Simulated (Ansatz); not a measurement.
C2H9B2N can be A, `BCN(B)C`, or B, `CB(C)BN`.

Computed with Ansatz on PBE0-D4/def2-TZVP structures; ΔE is electronic, products minus reactants. CCSD(T)/CBS adds triple-zeta CCSD(T) − MP2 to the extrapolated MP2 energy (def2 sets, frozen cores). Functionals use def2-TZVPP. B3LYP here is the variant with VWN-RPA as its local correlation; programs differ in this. Each species was taken in one conformer, which may not be the lowest.

A:

```xyz
14

B     1.059    1.770    0.418
C     0.264    0.808   -0.499
N    -0.147   -0.480    0.021
B     0.613   -1.198    0.932
C    -1.350   -1.003   -0.587
H     1.635    2.691   -0.086
H     1.004    1.685    1.607
H     0.690    0.705   -1.506
H    -0.633    1.445   -0.666
H     0.235   -2.278    1.284
H     1.639   -0.727    1.333
H    -1.235   -1.086   -1.674
H    -2.204   -0.344   -0.393
H    -1.570   -1.990   -0.183
```

B:

```xyz
14

C    -0.636   -1.022   -1.281
B    -0.123    0.125   -0.336
C    -0.844    1.519   -0.403
B     1.208   -0.121    0.670
N     1.167   -0.644    1.961
H    -1.167   -0.670   -2.171
H     0.114   -1.762   -1.570
H    -1.380   -1.568   -0.679
H    -0.266    2.102   -1.138
H    -0.823    2.102    0.521
H    -1.867    1.476   -0.788
H     2.309    0.167    0.263
H     1.988   -0.777    2.526
H     0.320   -0.927    2.425
```

Task: Which isomer does CCSD(T)/CBS put lower? Give the gap. (An estimate is asked.)

Result: The calculation gave: B, by 126.1 kJ/mol.

Task: Give E(B) − E(A) in kJ/mol with B3LYP, CCSD/def2-TZVPP, CCSD(T)/def2-TZVPP, PBE-D4, MP2/def2-TZVPP, PBE0-D4, ωB97M-V. (Best estimate.)

Result: Ansatz gave: B3LYP -130.3, CCSD/def2-TZVPP -123.6, CCSD(T)/def2-TZVPP -122.4, PBE-D4 -135.0, MP2/def2-TZVPP -123.0, PBE0-D4 -134.5, ωB97M-V -126.8. None reverses the order clearly.

Largest T1 diagnostic: 0.013.

The D4 term adds +4.0 kJ/mol with B3LYP and +1.8 kJ/mol with PBE0; it sums over pairs of atoms, weighted by their polarisabilities, and B3LYP, whose exchange is more repulsive, gets the larger term. In def2-TZVPP, CCSD(T) changes the Hartree–Fock value by −3.7 kJ/mol (the triples alone add +1.2 kJ/mol) and MP2 by −4.2 kJ/mol.
